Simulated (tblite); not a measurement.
Species: C5H8ClN3.
Z-matrix (Å and degrees, GFN2-xTB geometry), rows numbered from 1:
```
C 
C   1  1.5259
N   2  1.4378  1  111.30
N   3  1.3284  2  120.73  1   -94.07
N   4  1.2789  3  109.38  2   178.37
C   5  1.3434  4  108.42  3    -0.11
Cl  6  1.7014  5  123.51  4   179.79
C   3  1.3552  2  128.95  1    83.76
C   8  1.4792  3  125.75  2     2.45
H   1  1.0872  2  110.97  3   -62.36
H   1  1.0861  2  109.80  3   177.51
H   1  1.0869  2  109.87  3    57.88
H   2  1.0932  1  110.65  3   121.25
H   2  1.0919  1  109.97  3  -117.77
H   9  1.0897  8  110.96  3   -66.59
H   9  1.0898  8  110.79  3    53.83
H   9  1.0868  8  108.96  3   173.80
```

Computed values, GFN2-xTB/tblite, gas phase, harmonic and unscaled. This tight-binding method is rough: wavenumbers can miss measured ones by several per cent, in bad cases by 10 to 20. One conformer, not necessarily the lowest.

Harmonic wavenumbers (cm⁻¹): 43.9, 87.9, 107.4, 173.2, 193.9, 209.5, 266.9, 290.9, 392.7, 424.6, 468.7, 634.0, 681.6, 694.4, 747.3, 822.1, 969.2, 1010.7, 1035.5, 1070.3, 1078.3, 1092.4, 1191.0, 1224.9, 1289.0, 1296.2, 1322.2, 1368.6, 1400.1, 1404.4, 1435.9, 1443.6, 1466.5, 1471.1, 1485.5, 1492.8, 1554.5, 2967.4, 2995.6, 2999.6, 3011.6, 3047.1, 3055.6, 3056.2, 3057.8.

A = 2956, B = 901.7, C = 741.4 MHz; mass 145.041 u (most abundant isotopes); point group C1, symmetry number 1.

**Question.** Zero-point energy?

**Answer.** ½Σν̃ = 28766 cm⁻¹ = 82.25 kcal/mol.

**Question.** What is S at 298.15 K and 1 bar for an ideal gas of classical rigid rotors and harmonic oscillators?

**Answer.** Translation 40.85, rotation 29.48, vibration 26.70: S = 97.0 cal/(mol K).

**Question.** And Cp and H(298.15 K) − H(0)?

**Answer.** Cp = 34.80 cal/(mol K), of which vibrations give 26.85 (their classical limit is 45 R = 89.4); H(298.15 K) − H(0) = 6.55 kcal/mol without the zero-point energy, 4.18 from vibrations.

**Question.** How do the functions run with temperature in this model?

**Answer.** 
```tsv
T (K)	S (cal/(mol K))	Cp (cal/(mol K))	H − H(0) (kcal/mol)	G − H(0) (kcal/mol)	ln q(vib)
50	58.9	12.7	0.49	-2.46	0.48
100	69.5	18.3	1.27	-5.68	1.57
373.15	105.5	41.2	9.40	-29.98	8.14
500	119.0	51.0	15.26	-44.23	11.06
750	142.6	65.1	29.92	-77.01	16.59
1000	162.6	74.1	47.40	-115.22	21.75
```

q(vib) and H(0) count from the zero-point level.

**Question.** Blend soft modes into free rotors: weight 1/[1 + (100 cm⁻¹/ν̃)⁴] for the oscillator and the rest for a rotor with moment μB/(μ + B), μ = h/(8π²ν), B = 10⁻⁴⁴ kg m². What vibrational entropy results?

**Answer.** 24.67 cal/(mol K) in place of 26.70, which changes −T·S at 298.15 K by +0.60 kcal/mol.

Hindered rotation and anharmonicity are outside this model. Other conformers, if any are populated, would add a mixing term that is left out. The structure is chiral; the term R ln 2 for an equal mix with its mirror image is left out.
